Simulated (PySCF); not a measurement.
**RhCl₂⁺: bend–stretch map**

Level of theory: UPBE0/[Rh def2-SVP with ECP28, Cl def2-SVP], scalar-relativistic core potentials, density fitting, no spin–orbit coupling, PySCF.

Rigid scan from the quintet minimum (Rh–Cl 2.197 Å (×2); Cl–Rh–Cl 180.0°). Coordinate: rows scale both bonds, columns set the Cl–Rh–Cl angle. Energies in kJ/mol from the minimum.

```tsv
scale \ angle	90	105	120	135	150	165	180
0.94	114.5	67.6	48.2	40.0	36.9	36.6	36.9
0.97	79.2	?	?	14.1	10.1	8.6	8.3
1.00	64.5	30.5	?	7.4	2.9	0.7	0.0
1.03	65.1	36.0	22.3	14.9	10.3	7.7	6.7
1.06	76.4	51.7	39.4	32.6	28.2	25.3	?
1.10	99.9	81.9	71.9	66.4	?	60.1	58.8
```

(1) Fill in the five missing cells, row by row.

Answers

(1) 39.4, 22.2, 15.2, 24.2, 62.8.

The bond scale of lowest energy on the grid is 1.00 at 90°, 1.00 at 105°, 1.00 at 120°, 1.00 at 135°, 1.00 at 150°, 1.00 at 165°, 1.00 at 180°.

With open d or f shells other occupations or spin states may lie lower.

Other isomers or separated fragments may lie lower.
